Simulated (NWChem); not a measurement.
The numbers come from NWChem runs, not from measurements. System: H2AlF, charge 0, spin multiplicity 1, at a geometry optimised with PBE0/def2-SVP. The structure started from a generated list of species. Level: CIS/def2-SVPD.

The NWChem input:

```
start mol
memory heap 200 mb stack 900 mb global 1100 mb
geometry units angstroms nocenter noautoz
  Al     0.000000     0.000000    -0.565395
  H     -1.408827     0.000000    -1.280317
  H      1.408827     0.000000    -1.280317
  F      0.000000     0.000000     1.101196
  symmetry group C2v
end
basis spherical
  * library def2-svpd
end
dft
  xc hfexch
  semidirect memsize 60000000 filesize 0
  iterations 100
end
tddft
  cis
  nroots 8
  notriplet
  thresh 1e-4
end
task tddft energy
```

NWChem printed:

```
             Northwest Computational Chemistry Package (NWChem) 7.3.0
             --------------------------------------------------------

                                NWChem Input Module
                                -------------------

 Scaling coordinates for geometry "geometry" by  1.889725989
 (inverse scale =  0.529177249)

 Turning off AUTOSYM since
 SYMMETRY directive was detected!

                             Geometry "geometry" -> ""
                             -------------------------

 Output coordinates in angstroms (scale by  1.889725989 to convert to a.u.)

  No.       Tag          Charge          X              Y              Z
 ---- ---------------- ---------- -------------- -------------- --------------
    1 Al                  13.0000     0.00000000     0.00000000    -0.56539500
    2 H                    1.0000    -1.40882700     0.00000000    -1.28031700
    3 H                    1.0000     1.40882700     0.00000000    -1.28031700
    4 F                    9.0000     0.00000000     0.00000000     1.10119600

 Effective nuclear repulsion energy (a.u.)      49.4889780339

            Nuclear Dipole moment (a.u.)
            ----------------------------
        X                 Y               Z
 ---------------- ---------------- ----------------
     0.0000000000     0.0000000000    -0.0000094486

      Symmetry information
      --------------------

 Group name             C2v
 Group number             16
 Group order               4
 No. of unique centers     3

      Symmetry unique atoms

     1    2    4


 Summary of "ao basis" -> "" (spherical)
 ------------------------------------------------------------------------------
       Tag                 Description            Shells   Functions and Types
 ---------------- ------------------------------  ------  ---------------------
 *                         def2-svpd                  on all atoms

  xc_inp: hfexch multiplicative factor not found.

                                 NWChem DFT Module
                                 -----------------

 Summary of "ao basis" -> "ao basis" (spherical)
[...]
     Magnetic Dipole                               0.0000020322
     Total Oscillator Strength                     0.1553267011

          sigma_e =   2.8875 Angstrom
          sigma_h =   1.6309 Angstrom
         |d_h->e| =   0.4765 Angstrom
            d_exc =   3.3838 Angstrom
            d_CD1 =   1.7331 Angstrom
            d_CD2 =  -1.7827 Angstrom
            d_CD3 =   3.8602 Angstrom
     Pearson C.C. =  -0.0239

     Occ.   10  b2  ---  Virt.   15  a1      -0.05506
     Occ.   11  a1  ---  Virt.   13  b2       0.20127
     Occ.   11  a1  ---  Virt.   33  b2       0.07100
     Occ.   12  b1  ---  Virt.   17  a2       0.95932
     Occ.   12  b1  ---  Virt.   27  a2      -0.15006
  ----------------------------------------------------------------------------
  Root   7 singlet a1             0.409927336 a.u.               11.1547 eV
  ----------------------------------------------------------------------------
     Transition Moments    X -0.00000   Y  0.00000   Z  1.72435
     Transition Moments   XX -0.54062  XY -0.00000  XZ -0.00000
     Transition Moments   YY  0.82730  YZ -0.00000  ZZ -6.60823
     Dipole Oscillator Strength                    0.8125789629
     Electric Quadrupole                           0.0000057453
     Magnetic Dipole                               0.0000000000
     Total Oscillator Strength                     0.8125847082

          sigma_e =   2.7328 Angstrom
          sigma_h =   1.6285 Angstrom
         |d_h->e| =   0.1234 Angstrom
            d_exc =   2.7012 Angstrom
            d_CD1 =   1.2278 Angstrom
            d_CD2 =  -2.0572 Angstrom
            d_CD3 =   2.8246 Angstrom
     Pearson C.C. =   0.3190

     Occ.    8  a1  ---  Virt.   20  a1      -0.05119
     Occ.   10  b2  ---  Virt.   13  b2       0.16275
     Occ.   10  b2  ---  Virt.   19  b2       0.06105
     Occ.   11  a1  ---  Virt.   14  a1       0.20566
     Occ.   11  a1  ---  Virt.   15  a1      -0.68264
     Occ.   11  a1  ---  Virt.   24  a1       0.09524
     Occ.   12  b1  ---  Virt.   18  b1      -0.64547
     Occ.   12  b1  ---  Virt.   25  b1       0.12980
  ----------------------------------------------------------------------------
  Root   8 singlet a1             0.426351325 a.u.               11.6016 eV
  ----------------------------------------------------------------------------
     Transition Moments    X -0.00000   Y  0.00000   Z -0.14594
     Transition Moments   XX -2.82541  XY  0.00000  XZ  0.00000
     Transition Moments   YY  2.23947  YZ  0.00000  ZZ  2.21034
     Dipole Oscillator Strength                    0.0060538214
     Electric Quadrupole                           0.0000035088
     Magnetic Dipole                               0.0000000000
     Total Oscillator Strength                     0.0060573302

          sigma_e =   2.7726 Angstrom
          sigma_h =   1.6025 Angstrom
         |d_h->e| =   0.3033 Angstrom
            d_exc =   3.1699 Angstrom
            d_CD1 =   1.4734 Angstrom
            d_CD2 =  -1.8842 Angstrom
            d_CD3 =   3.4733 Angstrom
     Pearson C.C. =   0.0336

     Occ.    8  a1  ---  Virt.   15  a1       0.08365
     Occ.   11  a1  ---  Virt.   14  a1       0.60568
     Occ.   11  a1  ---  Virt.   15  a1      -0.17459
     Occ.   11  a1  ---  Virt.   16  a1      -0.60827
     Occ.   11  a1  ---  Virt.   22  a1      -0.15237
     Occ.   11  a1  ---  Virt.   32  a1      -0.06458
     Occ.   12  b1  ---  Virt.   18  b1       0.42093
     Occ.   12  b1  ---  Virt.   21  b1      -0.05401
     Occ.   12  b1  ---  Virt.   30  b1       0.08305

              Target root =      1
          Target symmetry = none
      Ground state energy =   -342.430958223448
        Excitation energy =      0.250157008011
     Excited state energy =   -342.180801215437

  stored tddft:energy   -342.18080121543704

 Task  times  cpu:       30.1s     wall:       30.1s

 Total times  cpu:       30.1s     wall:       30.1s
```
